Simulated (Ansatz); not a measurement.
Relaxation of CH6AlBS (10 atoms, charge 0, multiplicity 1), to a largest force component of 0.02 eV/Å in at most 50 steps.

Method: RKS PBE-D4/def2-SVP in Ansatz.

```xyz
10
Properties=species:S:1:pos:R:3
C -0.933 1.416 -0.323
B 0.011 0.149 -0.264
Al 0.385 -1.366 1.120
S 1.105 -0.145 -1.639
H -0.576 2.174 0.378
H -0.985 1.888 -1.304
H -1.951 1.185 -0.008
H 1.489 -2.408 0.662
H -0.243 -1.639 2.527
H 1.699 -1.255 -1.149
```

Problem. Where does it end, and by what steps?

Solution. It converged. After 10 steps the energy has fallen by 0.127 eV; H10 moved furthest, 0.39 Å.

```
step  energy less start (eV)  largest force component (eV/Å)  accepted
   0                  0.0000                           0.666       yes
   1                 -0.1003                           0.200       yes
   2                 -0.1155                           0.062       yes
   3                 -0.1187                           0.081       yes
   4                 -0.1236                           0.091       yes
   5                 -0.1258                           0.129       yes
   6                 -0.1244                           0.117        no
   7                 -0.1269                           0.058       yes
   8                 -0.1273                           0.028       yes
   9                 -0.1274                           0.022       yes
  10                 -0.1274                           0.016       yes
```

```xyz
10
Properties=species:S:1:pos:R:3
C -0.884 1.365 -0.290
B 0.087 0.125 -0.344
Al 0.386 -1.337 1.197
S 1.029 -0.095 -1.859
H -0.601 2.019 0.566
H -0.926 1.994 -1.204
H -1.917 1.028 -0.049
H 1.549 -2.434 0.963
H -0.467 -1.447 2.558
H 1.744 -1.216 -1.537
```

Time of the run: 13 s on 2 threads of Intel(R) Xeon(R) Platinum 8488C (Sapphire Rapids) (shared host), peak memory 0.17 GiB.
